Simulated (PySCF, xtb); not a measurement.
H5InSi, SMILES [SiH3][InH2].

Harmonic wavenumbers (cm⁻¹) from xtb 6.7.1 with GFN2-xTB at its own minimum, in rising order: 8, 217, 285, 323, 403, 410, 657, 758, 781, 786, 1270, 1391, 2152, 2152, 2153.

### Question
What does r2SCAN-D4/def2-TZVP run with PySCF 2.14.0 give at its own minimum? (Estimate from the structure and the level; the computed values follow.)

### Answer
32, 271, 288, 354, 494, 526, 608, 851, 937, 946, 1785, 1788, 2188, 2200, 2210. Paired by order, the mean absolute difference is 122 cm⁻¹ and the zero-point energies are 19.7 and 22.1 kcal/mol.
